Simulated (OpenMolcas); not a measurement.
An OpenMolcas run meant for C2+ (ANO-R1, X2C; inactive shells 1s; intended active space 2 electrons in 4 orbitals (2s 2p)). One step of its input:

```
&CASPT2
Multistate=3 1 2 3
Frozen=0 0
IPEA=-0.25
Imaginary=0.1
MaxIter=60
WThr=0.0 0.3 0.05
PrWF=0.5
NoMix
```

The run finished. Its levels beside those of a sound run (SS-CASPT2, IPEA 0.25 Eh, imaginary shift 0.1 Eh (closed shells correlated: 1s)), in cm⁻¹ above each run's lowest level:

| Level | This run | Usual run |
| --- | --- | --- |
| 2s² ¹S₀ | 0.0 | 0.0 |
| 2s 2p ³P°₀ | 52891 | 52998 |
| 2s 2p ³P°₁ | 52916 | 53023 |
| 2s 2p ³P°₂ | 52966 | 53073 |
| 2s 2p ¹P°₁ | 106482 | 107334 |
| 2p² ³P₀ | 139210 | 139412 |
| 2p² ³P₁ | 139235 | 139436 |
| 2p² ³P₂ | 139284 | 139485 |
| 2p² ¹D₂ | 149485 | 150620 |
| 2p² ¹S₀ | 188539 | 189317 |

Task: Which setting is unsound, and how much does it matter here?

Result: The IPEA shift is negative. Against the sound run the excited levels shown move by 410 cm-1 on average and by 1100 cm-1 at most.

Levels of configurations outside the active space are missing.

° marks odd parity.
